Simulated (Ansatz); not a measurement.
```xyz
8

F    -0.715   -1.906    0.833
C    -0.187   -0.942    0.006
Si    0.933    0.456    0.581
In   -0.915    0.871   -1.072
H     0.267   -1.435   -0.871
H     0.340    1.086    1.798
H     2.409    0.336    0.791
H    -2.132    1.533   -2.066
```

The species carries charge 0 and has multiplicity 1. In takes the def2 core potential.

**Question.** List the CAM-B3LYP/def2-TZVPP orbital energies in eV (Ansatz 0.2.0). (Best estimate.)

**Answer.** Computed: Occupied: -1800.91, -672.92, -280.32, -145.47, -129.63, -100.82, -100.78, -100.77, -86.35, -86.07, -86.03, -34.36, -23.48, -23.16, -23.11, -23.04, -22.99, -20.26, -16.36, -15.13, -14.03, -13.57, -12.57, -11.40, -10.37, -8.45, -7.17. Lowest empty: -1.28, -0.32, 0.40, 1.69, 1.94, 2.12, 2.24, 2.77.
